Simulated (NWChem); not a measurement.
# C2HAlN2O2; SMILES O=C=[N][AlH][N]=C=O

```xyz
8

Al    -1.1516    -0.0014     0.0000
H     -2.7255    -0.0072     0.0000
N     -0.2285     0.0030     1.5207
C      0.3989     0.0007     2.5601
O      1.0067    -0.0016     3.5728
N     -0.2285     0.0030    -1.5207
C      0.3989     0.0007    -2.5601
O      1.0067    -0.0016    -3.5728
```
Atoms are numbered in this order, from 1.

Results from NWChem. All runs use the structure optimised with PBE-D3(BJ)/def2-SVP. Level SCAN/def2-SVP: energy and gradient on several grids; changes count from the extra-fine grid, which is no exact limit either.

| grid | size of the energy change (μHa) | largest change of a gradient component (μHa/bohr) | time, medium = 1 (rough) |
|---|---|---|---|
| xcoarse | 30000 | 9000 | about 1 |
| coarse | 20000 | 4000 | about 1 |
| medium | 2000 | 2000 | about 1 |
| fine | 4000 | 1000 | about 1 |
| xfine | < 10 | < 30 | 2 |
